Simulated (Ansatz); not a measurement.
The lowest singlet and triplet of CH4Si (SMILES C[SiH]); geometries from B3LYP-D3(BJ)/def2-TZVP, each state relaxed from the structure named, with no frequency check.
Singlet (charge 0, multiplicity 1):
```xyz
6

C     -1.068    -0.414     0.028
Si     0.660     0.376    -0.030
H     -1.165    -1.155    -0.775
H     -1.881     0.307    -0.059
H     -1.190    -0.975     0.963
H      1.401    -0.952     0.119
```

A positive gap puts the triplet lower; no zero-point energy. R- takes a restricted singlet. U- takes an unrestricted singlet (broken symmetry where lower, unprojected). The triplet is unrestricted in single-reference levels. Active spaces average the two states.

Cores are frozen in the correlated methods.

Run with Ansatz (Gaussian basis) for Hartree–Fock, density functionals and correlated methods. Each number belongs to the level named beside it.

```json
[
 {"level": "R-HF/cc-pV(T+d)Z", "gap E(singlet) − E(triplet), vertical, at the singlet's geometry (eV)": "-0.642"},
 {"level": "U-r2SCAN/def2-TZVPP (spin-contaminated)", "gap E(singlet) − E(triplet), vertical, at the singlet's geometry (eV)": "-0.944"},
 {"level": "R-MP2/cc-pV(T+d)Z", "gap E(singlet) − E(triplet), vertical, at the singlet's geometry (eV)": "-1.186"},
 {"level": "U-CCSD/cc-pV(T+d)Z (spin-contaminated)", "gap E(singlet) − E(triplet), vertical, at the singlet's geometry (eV)": "-1.288"},
 {"level": "U-CCSD/cc-pV(Q+d)Z (spin-contaminated)", "gap E(singlet) − E(triplet), vertical, at the singlet's geometry (eV)": "-1.294"},
 {"level": "R-CCSD(T)/cc-pV(D+d)Z", "gap E(singlet) − E(triplet), vertical, at the singlet's geometry (eV)": "-1.257"},
 {"level": "SC-NEVPT2 on SA-CASSCF(2,2)/cc-pV(D+d)Z", "gap E(singlet) − E(triplet), vertical, at the singlet's geometry (eV)": "-1.280"},
 {"level": "SC-NEVPT2 on SA-CASSCF(2,2)/cc-pV(T+d)Z", "gap E(singlet) − E(triplet), vertical, at the singlet's geometry (eV)": "…"},
 {"level": "FIC-MRCISD+Q on SA-CASSCF(2,2)/cc-pV(T+d)Z", "gap E(singlet) − E(triplet), vertical, at the singlet's geometry (eV)": "-1.315"}
]
```

Task: Complete the blanks.

Result: 
- SC-NEVPT2 on SA-CASSCF(2,2)/cc-pV(T+d)Z, gap E(singlet) − E(triplet), vertical, at the singlet's geometry (eV): -1.372

Doubts at one or more of the structures used: a restricted determinant that unrestricted orbitals would lower (R-HF/cc-pV(T+d)Z, R-MP2/cc-pV(T+d)Z, R-CCSD(T)/cc-pV(D+d)Z); T1 above 0.05 (U-CCSD/cc-pV(T+d)Z (spin-contaminated), U-CCSD/cc-pV(Q+d)Z (spin-contaminated)).

Ansatz is a quantum-chemistry and plane-wave program.
